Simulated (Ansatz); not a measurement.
The cluster Pb₃⁻, relaxed as a quartet with UKS PBE0-D4/def2-SVPD in Ansatz, starting from the PBE0-D4/def2-SVPD geometry of the charge -1 doublet. Force threshold 0.02 eV/Å.

In the def2 sets Pb takes a core potential; there is no spin–orbit coupling. The charge -1 quartet is spin-contaminated (final ⟨S²⟩ up to 3.93, 3.75 for a pure state). The highest occupied level of the charge -1 quartet lies above zero (up to 0.35 eV). It is a level of α spin, whose loss leaves a triplet; that state wasn't run at this geometry and level. The electron is either unbound and held by the finite basis, or the level is raised by self-interaction error. At PBE0-D4/def2-SVPD a doublet of charge -1 lies 0.92 eV below the quartet, each at its own geometry. The structure comes from a short search, and lower isomers may exist.

Start:

```
atom    x (Å)    y (Å)    z (Å)
 Pb1   1.4342  -0.9853   0.2757
 Pb2   0.0655   1.5837   0.4264
 Pb3  -1.4997  -0.5983  -0.7021
```

```json
{"step": "1", "energy (eV)": "-15747.3684", "largest force component (eV/Å)": "0.663", "SCF passes": "56"}
{"step": "2", "energy (eV)": "-15747.4189", "largest force component (eV/Å)": "0.069", "SCF passes": "64"}
{"step": "3", "energy (eV)": "-15747.4198", "largest force component (eV/Å)": "0.016", "SCF passes": "66"}
{"step": "4", "energy (eV)": "-15747.4199", "largest force component (eV/Å)": "0.002", "SCF passes": "58"}
```

Force components are those of the run's own axes.

End:

```tsv
atom	x (Å)	y (Å)	z (Å)
Pb1	1.503	-1.005	0.296
Pb2	0.067	1.606	0.433
Pb3	-1.570	-0.601	-0.728
```

By distances, no bond broke or formed. The bond that changes most is Pb1–Pb3, from 3.12 to 3.26 Å (atoms count from 1).

The force fell under the threshold at step 3, but the optimiser went on. No frequencies were taken in this run, so the end may be a saddle point.

Hardware: 4 threads of Arm Neoverse V2 on a shared host. Wall time 20 s.
